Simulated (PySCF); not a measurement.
# Simulated characterisation data

[PySCF 2.14.0 with density-fitted response routines: coordinates at the PBE0-D3(BJ)/def2-SVP level; couplings computed with B3LYP/pcJ-1 (spin–dipole term left out of most H,H and C,H couplings); σ from GIAO-PBE0/pcSseg-1; averaged over atoms made equivalent by symmetry, fast rotation or ring inversion; a single conformation; in vacuum; non-relativistic]

Chemical shifts δ = σref − σ; 1H (31.27 ppm), 13C (184.41 ppm) vs TMS, all at this level. Multiplet labels drop J under 1 Hz and among equivalent protons, and merge close values. Unscaled 3J(H,H) run several per cent high. Where no couplings were computed, multiplicities follow the n + 1 count of equivalent neighbours, and m marks all less simple cases (inequivalent or close neighbours, rings, F or P nearby). One-bond C–F couplings are unscaled and too large by tens of Hz. Shifts are as computed. Against solution values, carbons near 30 ppm lie about +2 ppm off and those near 130 ppm about +5 ppm. Of 1211 compounds with measured shifts, 218 miss one by over three times the rms of a fit or turn the order of signals round; such compounds aren't used in these exercises.

Compound 1 (C9H13N). 1H NMR (400 MHz, computed): δ 8.71 (d, 2H), 7.19 (d, 2H), 1.27 (s, 9H). 13C{1H} NMR (computed): δ 164.3, 155.6, 125.5, 35.0, 32.2. Structure: SMILES CC(C)(C)c1ccncc1.

Compound 2 (C6H4F4). 1H NMR (400 MHz, computed): δ 6.64 (ddt, J = 7.4, 3.5, 2.1 Hz, 1H), 6.02 (d of t of quint, J = 7.4, 2.4, 1.2 Hz, 1H), 3.14 (m, 2H). 13C{1H} NMR (computed): δ 176.2 (dq, J = 371.9, 3.8 Hz), 138.1 (dq, J = 4.8, 1.9 Hz), 127.2 (d, J = 13.1 Hz), 126.4 (qd, J = 333.9, 3.8 Hz), 117.9 (qd, J = 38.7, 4.1 Hz), 41.2 (d, J = 14.0 Hz). Structure: SMILES FC1=C(C(F)(F)F)C=CC1.
